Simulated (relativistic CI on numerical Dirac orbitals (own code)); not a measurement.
# Os5+: L2,3 absorption edge

Computed with this model: Dirac-Coulomb-Breit CI, orbitals from a KLI potential per configuration, model QED (radiative potential, 1s self-energy scaled to tabulated hydrogen-like ionisation energies), valence Slater integrals scaled by 0.9, multiplet model of core-to-valence dipole absorption; configurations [Xe] 4f14 5d3 → [He] 2s2 2p5 3s2 3p6 3d10 4s2 4p6 4d10 4f14 5s2 5p6 5d4; 300 K; Lorentzian 3 eV and Gaussian 1 eV FWHM. Energies are those of the free ion, without screening or charge transfer. The branching ratio is the share of the lower-energy edge in the whole absorption, uncertain by about 0.02 where the edges overlap. S is read from ⟨S²⟩ = S(S + 1).

free ion: ground-state S = 1.40, centroid 11090.74 eV, branching ratio 0.859. Peaks (eV, height): 10877.0 (100), 12390.0 (13), 12392.5 (10).

The statistical ratio of this edge is 2/3 = 0.667. Values above it arise where the holes sit mainly in the j = l + 1/2 valence subshell or the ground state has high spin; values below it where core-valence Coulomb terms move weight to the upper edge, as in nearly empty shells. At deep edges of heavy elements the radial integrals of the two core levels differ, which raises the baseline.

Strongest unbroadened transitions for free ion:

| Energy (eV) | Relative strength |
| --- | --- |
| 10874.98 | 11.6 |
| 10875.01 | 16.5 |
| 10875.62 | 24.0 |
| 10875.82 | 46.5 |
| 10876.06 | 5.3 |
| 10876.34 | 50.8 |
| 10876.76 | 60.5 |
| 10877.08 | 7.4 |
| 10877.47 | 100.0 |
| 10877.88 | 17.5 |
| 10877.90 | 7.8 |
| 10877.92 | 53.8 |
| 10877.97 | 12.2 |
| 10878.12 | 18.8 |
| 12389.59 | 36.2 |
| 12392.23 | 4.8 |
| 12392.96 | 9.9 |
| 12393.29 | 7.4 |
